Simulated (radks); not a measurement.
Excited configurations of neutral gadolinium: one electron is placed in a higher orbital outside [Xe] 4f7 5d1 6s1. The ground configuration is [Xe] 4f7 5d1 6s2. Method: scalar-relativistic Kohn-Sham, PBE, spin-polarised, spherical densities, finite nucleus; open shells are filled with parallel spins first (spin-orbit coupling, left out, can overturn this in heavy ions); Fermi nuclear charge, rms radius 5.1569 fm; computed with a radial shooting solver on a logarithmic mesh with Libxc functionals. Excitation = E - E(ground); binding = E(ion) - E, where the ion is the core of charge +1; n* = 1/sqrt(2 binding) in atomic units, and the quantum defect is n - n*.

outer orbital  excitation (eV)  binding (eV)     n*  quantum defect  eigenvalue (eV)  <r> (bohr)
5f                       5.009         0.985  3.717           1.283           -0.469       16.11
6p                       1.886         4.108  1.820           4.180           -2.203       5.155
6d                       4.379         1.616  2.902           3.098           -0.795       10.77
6f                       5.290         0.704  4.395           1.605           -0.402       27.06
7p                       4.258         1.737  2.799           4.201           -1.047       12.13

Estimate the row for 7f.

Answer. excitation (eV) 5.471; binding (eV) 0.523; n* 5.098; quantum defect 1.902; eigenvalue (eV) -0.329; <r> (bohr) 40.01. The Delta-SCF ionisation energy is 5.994 eV (NIST Atomic Spectra Database: 6.150 eV, measured). Self-interaction in the functional shifts the binding energies and quantum defects, so they are the method's values and not measured ones. Open shells are spherical and high-spin; term and fine-structure splittings are not resolved. Spin-orbit splitting is averaged out at the scalar-relativistic level.
